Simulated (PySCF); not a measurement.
## Working out the excitation energy of Ca

Ca [Ar] 4s2 (1S) → Ca [Ar] 3d1 4s1 (3D). All numbers are calculated (PySCF 2.14, no relativity, point nucleus, in def2-TZVPPD (6s5p3d, 36 functions)). Frozen: [Ar]. Energies in hartree (1 hartree = 27.21139 eV):

| part | Ca (lower) | Ca (upper) |
| --- | --- | --- |
| UHF | -676.745801 | -676.656836 |
| CCSD correlation | -0.028346 | -0.002347 |
| (T) | 0.000000 | 0.000000 |

Question: What does Hartree-Fock give?

Answer: (-676.656836) − (-676.745801) = 0.088965 hartree = 2.421 eV.

Question: What do CCSD and CCSD(T) give?

Answer: The CCSD correlation energies differ by 0.025999 hartree = 0.707 eV and the triples by 0.000000 hartree = 0.000 eV, so CCSD gives 3.128 eV and CCSD(T) 3.128 eV.

Measured between the centres of the two terms (NIST): 2.524 eV, so CCSD(T) (valence) is off by 0.604 eV.

The calculation is non-relativistic.

What remains against the reference includes basis incompleteness, the frozen core and higher excitations.
